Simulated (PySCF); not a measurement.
Al(Cl)(H)(iPr) (C3H8AlCl), SMILES C[CH](C)[AlH][Cl]. Coordinates come from a PBE0-D3(BJ)/def2-SVP optimisation. The values are those of a single conformer.

Question: Give the equilibrium geometry at PBE0-D3(BJ)/def2-SVP (PySCF confirms it by a frequency run) as Cartesian coordinates in Å. (An estimate is asked for; the answer gives what the named calculation found.)

Answer: One answer among several that fit: 
```xyz
13

Al     0.4523    -0.7119     0.4614
Cl     0.0115     0.4525     2.1721
H      1.0130    -2.1701     0.7270
C      0.1956     0.0786    -1.3177
C     -0.7503     1.2789    -1.3404
C     -0.1813    -0.9787    -2.3591
H      1.2133     0.4452    -1.5713
H     -0.7719     1.7536    -2.3373
H     -1.7860     0.9818    -1.1050
H     -0.4640     2.0505    -0.6093
H      0.5187    -1.8301    -2.3706
H     -0.1933    -0.5530    -3.3780
H     -1.1892    -1.3886    -2.1761
```
Charge 0, spin multiplicity 1.
